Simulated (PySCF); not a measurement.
Compound: C₅H₆NO₃P.
Atom-mapped SMILES: `[O:1]=[P:2]([OH:3])([OH:4])[c:5]1[cH:6][cH:7][cH:8][cH:9][n:10]1`

Definitions: NICS(0) = −σiso at the ring centroid; NICS(1) = −σiso and NICS(1)zz = −σzz at ±1 Å along the ring normal z. Level: GIAO PBE0/pcSseg-1 (PySCF, non-relativistic, gas phase) on the GFN2-xTB geometry, one conformer.

Ring bond lengths (Å), with Mayer bond orders in brackets: C5–C6 1.384 (1.37), C6–C7 1.386 (1.43), C7–C8 1.387 (1.43), C8–C9 1.388 (1.40), C9–N10 1.322 (1.49), N10–C5 1.326 (1.40).

Problem. Give the NICS values of each ring in ppm.

Solution. 
```tsv
ring	type	NICS(0)	NICS(1), two faces	NICS(1)zz, two faces	rms pucker (Å)	centre to ring atoms, mean (Å)
C5–C6–C7–C8–C9–N10	6-membered ring with N; formal bonds all aromatic	-7.6	-11.4 / -11.6	-28.4 / -28.7	0.00	1.36
```

Problem. What do they say, and how far can they be read as aromaticity?

Solution. 
- C5–C6–C7–C8–C9–N10: mean NICS(1)zz -28.6 ppm, shielded, aromatic by this magnetic criterion (flat ring, no four-coordinate atom).

Problem. What does the geometric index give? HOMA = 1 − mean of α(R − Ropt)² over the ring bonds, with Krygowski's 1993 parameters (CC: Ropt 1.388 Å, α 257.7 Å⁻²; CN: Ropt 1.334 Å, α 93.52 Å⁻²).

Solution. 
- C5–C6–C7–C8–C9–N10: HOMA 1.00; the largest term is that of C9–N10, α(R − Ropt)² = 0.01. The geometric and the magnetic index point the same way.

Problem. What is the mean of the two in-plane components of NICS at the first NICS(1) probe listed for ring C5–C6–C7–C8–C9–N10, 1 Å off the ring?

Solution. The isotropic value is a third of the trace: (3 × -11.4 − (-28.4))/2 = -2.9 ppm.

Problem. How shielded are the nuclei of the rings and their hydrogens (means over atoms taken as equivalent)?

Solution. 
| atoms | environment | σ isotropic (ppm) | principal values of the symmetric part, first atom (ppm) |
| --- | --- | --- | --- |
| C5 | substituted aromatic carbon | 25.9 | -71.4, 7.9, 141.4 |
| C6 | aromatic CH carbon | 56.1 | -57.3, 41.3, 184.1 |
| C7 | aromatic CH carbon | 43.8 | -71.2, 19.0, 183.7 |
| C8 | aromatic CH carbon | 55.7 | -58.0, 46.1, 179.1 |
| C9 | aromatic CH next to a ring nitrogen | 32.1 | -75.7, 23.0, 148.9 |
| N10 | pyridine-type nitrogen | -79.1 | -366.4, -166.6, 295.5 |
| H on C6 | aromatic hydrogen | 23.63 | 19.6, 22.1, 29.1 |
| H on C7 | aromatic hydrogen | 23.59 | 20.3, 23.7, 26.8 |
| H on C8 | aromatic hydrogen | 24.14 | 21.4, 23.8, 27.2 |
| H on C9 | aromatic hydrogen | 22.85 | 18.5, 23.5, 26.6 |

The values belong to the conformer `[O:1]=[P:2]([OH:3])([OH:4])[c:5]1[cH:6][cH:7][cH:8][cH:9][n:10]1`: O1–P2–C5–C6 -29°, H–O3–P2–O1 -169°, H–O4–P2–O1 1°.
